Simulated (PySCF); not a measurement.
# Spin states of MgIn⁺

Unrestricted PBE0; PySCF, scalar-relativistic core potentials, basis sets Mg cc-pVDZ, In cc-pVDZ-PP with ECP28. Outer shells of the fragments: Mg 3s2; In+ 4d10 5s2.

Followed along the bond (rough minima from three points):

| 2Ms+1 | unpaired | ⟨S²⟩ at the start | R at minimum (Å) | Te (eV) |
| --- | --- | --- | --- | --- |
| 1 | none | 0.00 | 3.31 | 0.00 |
| 3 | σ ↑, π ↑ | 2.01 | 2.88 | 1.97 |

Solutions found at the starting distance of 2.845 Å, counted from the lowest of them; the search is not exhaustive and high or unbound solutions are not listed, so other states can lie among these:

```json
{"2Ms+1": "1", "unpaired": "none", "term": "¹Σ⁺", "E (eV)": "0.00", "⟨S²⟩": "0.00", "⟨Lz²⟩": "0.00", "μ (D)": "-4.81"}
{"2Ms+1": "3", "unpaired": "σ ↑, π ↑", "term": "³Π", "E (eV)": "1.76", "⟨S²⟩": "2.01", "⟨Lz²⟩": "1.00", "μ (D)": "-6.45"}
{"2Ms+1": "3", "unpaired": "σ ↑↑", "term": "³Σ⁺", "E (eV)": "1.80", "⟨S²⟩": "2.00", "⟨Lz²⟩": "0.00", "μ (D)": "-3.60"}
{"2Ms+1": "1", "unpaired": "σ ↑, π ↓", "term": "mixed", "E (eV)": "2.04", "⟨S²⟩": "1.01", "⟨Lz²⟩": "1.00", "μ (D)": "-6.75"}
{"2Ms+1": "3", "unpaired": "π ↑↑", "term": "³Σ⁻", "E (eV)": "4.68", "⟨S²⟩": "2.01", "⟨Lz²⟩": "0.00", "μ (D)": "-7.88"}
{"2Ms+1": "1", "unpaired": "π ↑↓", "term": "mixed", "E (eV)": "4.86", "⟨S²⟩": "1.00", "⟨Lz²⟩": "2.01", "μ (D)": "-7.85"}
```

A term symbol is given only where ⟨S²⟩ and ⟨Lz²⟩ are close to those of a pure state; real π, δ and φ orbitals otherwise mix terms. A positive dipole points towards In; it is taken about the centre of mass and depends on that origin.

**Question.** Compare the gap between the two lowest followed solutions at the starting distance with the gap between their minima.

**Answer.** At PBE0 the second solution (triplet, unpaired electrons σ ↑, π ↑) lies +1.76 eV from the first (singlet, closed shell) at 2.845 Å and +1.97 eV at the minima; the two curves relax by different amounts, since their minima lie near 2.88 and 3.31 Å.

Spin–orbit coupling is left out. Counting both spins, an empty level lies below a filled one in some of these solutions, because spin and occupation are held.
